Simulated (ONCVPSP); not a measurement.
**Configuration tests for silicon (ONCV)**

```
Element                 : Si (Z = 14)
Generator               : ONCVPSP 4.0.1
Type                    : optimised norm-conserving Vanderbilt (ONCV)
Functional              : LDA (Perdew-Zunger)
Relativity              : fully relativistic
Frozen core             : [Ne]
Valence charge          : 4
Reference configuration : 3s2 3p2
Partial waves           : 3s: rc 1.95 bohr, ncon 3, nbas 7, qcut 3.8 1/bohr, 2 projectors, debl 3.9 Ha; 3p: rc 2.40 bohr, ncon 4, nbas 8, qcut 3.3 1/bohr, 2 projectors, debl 2 Ha; d scattering state at 0.11 Ha: rc 2.40 bohr, ncon 3, nbas 7, qcut 4.1 1/bohr, 2 projectors, debl 0.4 Ha
Local potential         : polynomial inside 1.30 bohr (lpopt 5, dvloc0 1 Ha)
Core correction         : none
```

Open shells are filled in proportion to 2j + 1.

Energies are relative to the spin-unpolarised reference configuration 3s2 3p2; without spin polarisation the order of configurations can differ from experiment.

(1) Give the all-electron excitation energy and the error of the potential for: 3s2 3p1; 3s2 3p0; 3s1 3p0; 3s1 3p2.

Levels in the configuration 3s2 3p0:

| level | all-electron (eV) | pseudo (eV) |
| --- | --- | --- |
| 3s j=1/2 | -28.664 | -28.591 |

Results:

(1)

```
valence configuration  charge  ΔE all-electron (eV)  error AE − PS (meV)
              3s2 3p1      +1                 7.829                 +3.0
              3s2 3p0      +2                23.943                  +32
              3s1 3p0      +3                58.088                 +198
              3s1 3p2      +1                15.242                  +10
```
